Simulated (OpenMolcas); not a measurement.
**A ladder of methods for Si2NH5F (SMILES F[SiH2]N[SiH2])**

Si2NH5F has 9 atoms, charge 0, and is taken as a doublet. As SMILES, `F[SiH2]N[SiH2]`. Geometry: relaxed at PBE0-D4/def2-TZVP. This is one conformer, not always the lowest.

| atom | x (Å) | y (Å) | z (Å) |
| --- | --- | --- | --- |
| F | -1.7782 | 1.2089 | -1.1818 |
| Si | -0.2880 | 1.1236 | -0.6049 |
| N | 0.2415 | -0.4914 | -0.4030 |
| Si | 0.0236 | -1.5336 | 0.9679 |
| H | 0.5763 | 1.7991 | -1.5988 |
| H | -0.3028 | 1.7798 | 0.7188 |
| H | 0.6004 | -0.9422 | -1.2345 |
| H | -0.2463 | -0.6500 | 2.1362 |
| H | 1.2618 | -2.3407 | 1.1827 |

Each level gives the dipole moment (D). The values are calculated.

| level | kind | program | value (D) | CPU time |
| --- | --- | --- | --- | --- |
| UHF/6-31G* (spherical functions) | Hartree–Fock | OpenMolcas | 1.69 | 9.9 s |
| USVWN5/6-31G* (spherical functions) | LDA | OpenMolcas | 1.69 | 35 s |
| U-revPBE/6-31G* (spherical functions) | GGA | OpenMolcas | 1.56 | 55 s |
| UBLYP/6-31G* (spherical functions) | GGA | OpenMolcas | 1.57 | 56 s |
| U-r2SCAN/6-31G* (spherical functions) | meta-GGA | OpenMolcas | 1.60 | 63 s |
| UTPSS/6-31G* (spherical functions) | meta-GGA | OpenMolcas | 1.56 | 60 s |
| UM06-2X/6-31G* (spherical functions) | hybrid meta-GGA | OpenMolcas | 1.60 | 56 s |
| UB3LYP/6-31G* (Cartesian functions) | global hybrid | OpenMolcas | 1.62 | 58 s |

The values span 1.56 to 1.69 D. Magnitudes only. CPU times are rough (shared hosts, several kinds of processor and program).
